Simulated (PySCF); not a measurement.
Correlation energy of Pt (platinum, neutral)

[Xe] 4f14 5d10, closed-shell 1S (an excited configuration). Calculation: PySCF 2.14, in x2c-TZVPPall (11s7p7d3f1g, 97 functions); scalar relativity by spin-free X2C-1e. Frozen: [Xe] 4f14; 10 electrons correlated.

| level | correlation energy (mhartree) |
| --- | --- |
| CCSD | -302.89 |
| (T) | -15.37 |
| CCSD(T) | -318.26 |

Diagnostics: T1 = 0.0056, D1 = 0.0079, largest double amplitude 0.028.

Question: Is a single reference adequate?

Answer: Yes, within this model without spin-orbit coupling: T1 lies below 0.03 and no double amplitude reaches 0.07.
